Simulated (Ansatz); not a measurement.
**One reagent, a row of partners**

Four-centre ligand exchange: H₂ meets different compounds of Si. Each row is one chosen step, not always the lowest open to these reactants.

Gas-phase electronic energies, without zero-point energy, by CCSD(T) at an estimated basis limit (MP2 extrapolated from triple and quadruple zeta, plus CCSD(T) − MP2 in triple zeta); Ansatz 0.2.0, def2-TZVPP and QZVPP, frozen cores, on PBE0-D4/def2-TZVP structures. Extrapolation: Hartree–Fock as exp(−7.88 √X), correlation as X^−2.97. All energies, in kJ/mol, count from the separated reactants, without counterpoise correction; the start and end structures are the complexes reached by relaxing down from the saddle, and deeper ones may exist. Brackets give SMILES, or, where every atom is bracketed, only which atoms are joined. Steps whose reference was doubtful or whose search ended elsewhere are left out.

| reactants | products | broken | formed | start structure | saddle | end structure |
| --- | --- | --- | --- | --- | --- | --- |
| ZnSiH₄O ([OH][Zn][SiH3]) + H₂ | ZnH₂O ([OH][ZnH]) + SiH₄ | H–H, Si–Zn | H–Si, H–Zn | -5.3 | 208.5 | -3.3 |
| SiH₄S ([SiH3][SH]) + H₂ | SiH₄ + H₂S | H–H, S–Si | H–S, H–Si | -2.2 | 246.0 | 28.9 |
| Si₂H₆SO ([SiH3][O][SiH2][SH]) + H₂ | Si₂H₆O ([SiH3][O][SiH3]) + H₂S | H–H, S–Si | H–S, H–Si | -2.3 | 237.1 | 40.2 |
| SiH₃Br ([SiH3][Br]) + H₂ | SiH₄ + HBr | Br–Si, H–H | Br–H, H–Si | -2.0 | 224.4 | 67.3 |
| SiNH₅O ([NH2][SiH2][OH]) + H₂ | SiNH₅ ([NH2][SiH3]) + H₂O | H–H, O–Si | H–O, H–Si | -2.9 | ? | 68.4 |
| SiHClF₂ ([F][SiH]([F])[Cl]) + H₂ | SiH₂F₂ ([F][SiH2][F]) + HCl | Cl–Si, H–H | Cl–H, H–Si | -1.5 | 235.1 | 75.8 |

Question: What is the height of the saddle for SiNH₅O ([NH2][SiH2][OH]) + H₂? (An estimate is asked for; the value comes from the calculation.)

Answer: The calculation gives: 233.4 kJ/mol relative to the separated reactants, between the members at 224.4 and 235.1; above its start structure the barrier is 233.4 − (-2.9) ≈ 236.3 kJ/mol.

T1 diagnostic: at most 0.018. The filled d shells of Br are correlated in sets not built for that, so values that involve them are less sure.

For scale, one of the runs: CCSD(T)/def2-TZVPP, 269 basis functions, launched by `ansatz run in.yaml --threads 4 --pin off --events-out ev --progress --plain --max-ram 9574MiB`. Time: 2.2 min of wall clock on 4 CPU threads of an Arm Neoverse V2; the host was shared. Peak host memory: 6.3 GiB.
